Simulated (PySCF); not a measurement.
Compound: C7H12O2.
SMILES with atom numbers: `[CH3:1][CH:2]([CH3:3])[C@H:4]([CH3:5])[C:6](=[O:7])[CH:8]=[O:9]` (hydrogens: H10, H11, H12 on C1; H13 on C2; H14, H15, H16 on C3; H17 on C4; H18, H19, H20 on C5; H21 on C8)

Method: PySCF, PBE0-D3(BJ)/def2-SVP geometry optimisation, gas phase.

(1) What internal coordinates does the optimisation give?

Results:

(1) 
```json
{"bond": "C1–C2", "length (Å)": "1.524"}
{"bond": "C2–C3", "length (Å)": "1.526"}
{"bond": "C2–C4", "length (Å)": "1.535"}
{"bond": "C4–C5", "length (Å)": "1.535"}
{"bond": "C4–C6", "length (Å)": "1.508"}
{"bond": "C6=O7", "length (Å)": "1.208"}
{"bond": "C6–C8", "length (Å)": "1.533"}
{"bond": "C8=O9", "length (Å)": "1.200"}
{"bond": "C1–H10, C1–H11, C1–H12", "length (Å)": "1.101"}
{"bond": "C2–H13", "length (Å)": "1.104"}
{"bond": "C3–H14, C3–H15, C3–H16", "length (Å)": "1.101"}
{"bond": "C4–H17", "length (Å)": "1.105"}
{"bond": "C5–H18, C5–H19, C5–H20", "length (Å)": "1.100"}
{"bond": "C8–H21", "length (Å)": "1.119"}
```

Bonds in one row agree within 0.01 Å and their mean is given. A selection of angles:
```json
{"angle": "C2–C1–H10", "degrees": "110.4"}
{"angle": "C2–C1–H11", "degrees": "112.6"}
{"angle": "C2–C1–H12", "degrees": "111.0"}
{"angle": "H10–C1–H11", "degrees": "107.3"}
{"angle": "C1–C2–C3", "degrees": "110.4"}
{"angle": "C1–C2–C4", "degrees": "112.1"}
{"angle": "C1–C2–H13", "degrees": "108.6"}
{"angle": "C3–C2–C4", "degrees": "110.8"}
{"angle": "C3–C2–H13", "degrees": "108.0"}
{"angle": "C4–C2–H13", "degrees": "106.7"}
{"angle": "C2–C3–H14", "degrees": "110.8"}
{"angle": "H14–C3–H15", "degrees": "108.2"}
{"angle": "C2–C4–C5", "degrees": "114.3"}
{"angle": "C2–C4–C6", "degrees": "111.6"}
{"angle": "C2–C4–H17", "degrees": "109.8"}
{"angle": "C5–C4–C6", "degrees": "106.3"}
{"angle": "C5–C4–H17", "degrees": "107.4"}
{"angle": "C6–C4–H17", "degrees": "107.0"}
{"angle": "C4–C5–H18", "degrees": "111.3"}
{"angle": "H18–C5–H19", "degrees": "108.3"}
{"angle": "C4–C6–O7", "degrees": "125.4"}
{"angle": "C4–C6–C8", "degrees": "117.3"}
{"angle": "O7–C6–C8", "degrees": "117.3"}
{"angle": "C6–C8–O9", "degrees": "123.8"}
{"angle": "C6–C8–H21", "degrees": "112.7"}
{"angle": "O9–C8–H21", "degrees": "123.5"}
```

Torsions: C1–C2–C4–C5 -52° (synclinal); C2–C4–C6–O7 31° (synclinal); C4–C6–C8–O9 5° (synperiplanar).

The 6 C–C bonds span 1.508 Å (C4–C6, drawn single) to 1.535 Å (C4–C5, drawn single), a spread of 0.027 Å. Of the pairs four or more bonds apart, C6···H15 is among the closest relative to their van der Waals radii: 2.68 Å, 92 % of the sum of Bondi's values.

Point group: C1 (no symmetry element, even within 0.4 Å). Whether it is a minimum is left open (no frequencies). The numbers are those of one conformer.
